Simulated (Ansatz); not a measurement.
Basis-set extrapolation for C4H9B (PBE0-D4/def2-TZVP geometry, frozen core, the Gaussian-basis code of Ansatz). Multiplicity 1, RHF reference.

```tsv
	def2-TZVPP	def2-QZVPP
HF	-181.404406	-181.412967
MP2 correlation	-0.805981	-0.854464
CCSD(T) correlation	-0.887737	not run
```

Energies in hartree. Use E(X) = E(∞) + A·exp(−7.88·√X) for Hartree–Fock and E(X) = E(∞) + B·X^(−2.97) for correlation, with X = 3 and 4, and add CCSD(T) minus MP2 of the smaller set to the MP2 limit.

Question: What is the CCSD(T) energy at the basis-set limit?

Answer: HF limit: -181.412967 + (-0.008561) × 0.13774 = -181.41415. MP2 limit: -0.854464 + (-0.048483) × 0.74074 = -0.89038. Higher-order term: -0.887737 − (-0.805981) = -0.08176. Total: -182.38629 hartree, 2.56 eV below CCSD(T)/def2-TZVPP.
